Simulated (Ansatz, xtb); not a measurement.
# Two isomers of C6H5PS

Structure X: `C#CPc1cccs1`, a singlet. Structure Y: `C#CC1=PC=C(C)S1`, a singlet. Both are isolated molecules in the gas phase, relaxed with r2SCAN-D4/def2-SVP; the shapes shown needn't be the lowest conformers.

X (Å):

```csv
atom,x (Å),y (Å),z (Å)
C,-2.5074,-2.4791,-0.1502
C,-1.7499,-1.8010,0.5246
C,-0.1808,0.5091,0.5135
C,-0.1726,1.8599,0.8145
C,0.3827,2.6619,-0.2199
C,0.7875,1.9128,-1.3023
P,-0.8020,-0.7902,1.6283
S,0.4953,0.2347,-1.0627
H,-3.1585,-3.0791,-0.7600
H,0.3554,-1.6314,1.6592
H,-0.5611,2.2526,1.7573
H,0.4758,3.7490,-0.1729
H,1.2358,2.2641,-2.2328
```

Y (Å):

```json
{"atom": "C", "x (Å)": "-3.9804", "y (Å)": "-1.1583", "z (Å)": "-0.8931"}
{"atom": "C", "x (Å)": "-2.9259", "y (Å)": "-0.7478", "z (Å)": "-0.4353"}
{"atom": "C", "x (Å)": "-1.7122", "y (Å)": "-0.2751", "z (Å)": "0.0970"}
{"atom": "C", "x (Å)": "0.3464", "y (Å)": "0.3602", "z (Å)": "1.4627"}
{"atom": "C", "x (Å)": "0.5778", "y (Å)": "0.9295", "z (Å)": "0.2307"}
{"atom": "C", "x (Å)": "1.7758", "y (Å)": "1.7320", "z (Å)": "-0.1785"}
{"atom": "P", "x (Å)": "-1.1462", "y (Å)": "-0.5495", "z (Å)": "1.7214"}
{"atom": "S", "x (Å)": "-0.6733", "y (Å)": "0.6631", "z (Å)": "-0.9328"}
{"atom": "H", "x (Å)": "-4.9084", "y (Å)": "-1.5259", "z (Å)": "-1.2897"}
{"atom": "H", "x (Å)": "1.0861", "y (Å)": "0.4776", "z (Å)": "2.2621"}
{"atom": "H", "x (Å)": "2.3092", "y (Å)": "1.2658", "z (Å)": "-1.0228"}
{"atom": "H", "x (Å)": "1.4961", "y (Å)": "2.7520", "z (Å)": "-0.4887"}
{"atom": "H", "x (Å)": "2.4754", "y (Å)": "1.8115", "z (Å)": "0.6651"}
```

**Question.** Which of the two would you expect CCSD(T)/def2-SVP + ΔMP2/def2-TZVPP electronic energies to favour?

**Answer.** Structure Y; the calculation gives E(Y) − E(X) = −6.1 kcal/mol.

How the difference moves with the method:

```tsv
level	geometry	E(Y) − E(X) (kcal/mol)	departure from the last row (kcal/mol)	job, with rough time for the two
r2SCAN-D4/def2-SVP	r2SCAN-D4/def2-SVP	−10.4	−4.2	optimisation, 65 s
HF/def2-SVP	r2SCAN-D4/def2-SVP	−1.9	+4.3	part of the CCSD(T) run
MP2/def2-SVP	r2SCAN-D4/def2-SVP	−11.0	−4.8	part of the CCSD(T) run
CCSD(T)/def2-SVP	r2SCAN-D4/def2-SVP	−9.0	−2.9	single point
CCSD(T)/def2-SVP + ΔMP2/def2-TZVPP	r2SCAN-D4/def2-SVP	−6.1		single point, 76 s
```

As drawn, Y has 2 C–C, 1 C=P, 1 C=C, 2 C–S, 1 C–H in place of 1 C–P, 3 C∷C, 2 C∷S, 1 P–H (∷ is an aromatic bond). Structure X has a 5-membered ring (with an aromatic ring), Y a 5-membered ring.

None of the levels shown reverses the order. The largest departure from CCSD(T)/def2-SVP + ΔMP2/def2-TZVPP is that of MP2/def2-SVP, 4.8 kcal/mol. Levels run at GFN2-xTB geometries aren't shown. The last row adds to CCSD(T) the change of the MP2 difference between the two basis sets, here +2.9 kcal/mol.

With thermal terms from frequencies at re-optimised GFN2-xTB minima (ideal gas, soft modes damped towards free rotors, one conformer each, 298.15 K, 1 atm): the zero-point term adds +1.5 kcal/mol; ΔH is −4.5 and ΔG −4.6 kcal/mol.

The correlated steps freeze 16 core orbitals. Run with Ansatz 0.2.0, xtb 6.7.1; the last row on 4 threads of Arm Neoverse V1 on a shared host.
